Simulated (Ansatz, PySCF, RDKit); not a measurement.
Pair of molecules: NH3 (SMILES N) (first 4 atoms) with CH6Si (SMILES C[SiH3]); geometry from B3LYP-D3(BJ)/def2-TZVP, rigid monomers moved along the line of their centres of mass till N1···Si6 is 3.29 Å.
(charge 0, multiplicity 1):
```xyz
12

N      0.41452    -0.62546    -0.36335
H      1.29003    -0.52809     0.13770
H     -0.09299     0.24524    -0.25634
H     -0.12212    -1.34703     0.10398
C     -0.36281     0.51111     4.61775
Si    -0.08121     0.09937     2.80990
H     -0.93494    -0.27620     5.11205
H     -0.91586     1.44641     4.72239
H      0.58677     0.61990     5.14500
H      0.67044    -1.17209     2.67510
H      0.69600     1.17371     2.14548
H     -1.37561    -0.04622     2.10064
```

Counterpoise-corrected where a basis set is named; no monomer relaxation. Rows marked so take none. RDKit's UFF carries no charges.

Rows in 6-31G* carry no dispersion term and start afresh at each structure (6-31G* with six Cartesian d functions).

Codes used: Ansatz (a quantum-chemistry and plane-wave program) with Gaussian orbitals; PySCF for 6-31G* rows, the dispersion terms; RDKit for the force fields. Values without a source in brackets are computed.

### Question
One of these levels gives 11.5 meV for the interaction energy. Which one is it?
A. BP86/6-31G* (no counterpoise)
B. UFF
C. r2SCAN-D4/def2-TZVPPD
D. M06-2X/6-31G* (no counterpoise)

### Answer
B, UFF. The others give -62.2 (BP86/6-31G* (no counterpoise)), -27.9 (r2SCAN-D4/def2-TZVPPD), -137.4 (M06-2X/6-31G* (no counterpoise))
